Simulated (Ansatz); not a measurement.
Basis-set extrapolation for `CCCBO` (PBE0-D4/def2-TZVP geometry, frozen core, the Gaussian-basis code of Ansatz). Multiplicity 1, RHF reference.

```
                      def2-TZVPP   def2-QZVPP
                 HF  -218.533913  -218.544527
    MP2 correlation    -0.872196    -0.931194
CCSD(T) correlation    -0.954495      not run
```

Energies in hartree. Use E(X) = E(∞) + A·exp(−7.88·√X) for Hartree–Fock and E(X) = E(∞) + B·X^(−2.97) for correlation, with X = 3 and 4, and add CCSD(T) minus MP2 of the smaller set to the MP2 limit.

Problem. What is the CCSD(T) energy at the basis-set limit?

Solution. HF limit: -218.544527 + (-0.010614) × 0.13774 = -218.54599. MP2 limit: -0.931194 + (-0.058998) × 0.74074 = -0.97490. Higher-order term: -0.954495 − (-0.872196) = -0.08230. Total: -219.60319 hartree, 301.4 kJ/mol below CCSD(T)/def2-TZVPP.
